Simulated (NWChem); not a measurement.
Species: CdICl; SMILES [Cl][Cd][I]

def2 effective core potentials on Cd, I; no spin-orbit coupling.

**Question.** Give the equilibrium geometry at PBE0/def2-SVP with def2 effective core potentials on Cd, I (NWChem) as a Z-matrix, with the point group.

**Answer.** point group C*v; any orientation.
```
Cd
Cl 1 2.2865
I 1 2.5805 2 179.99
```
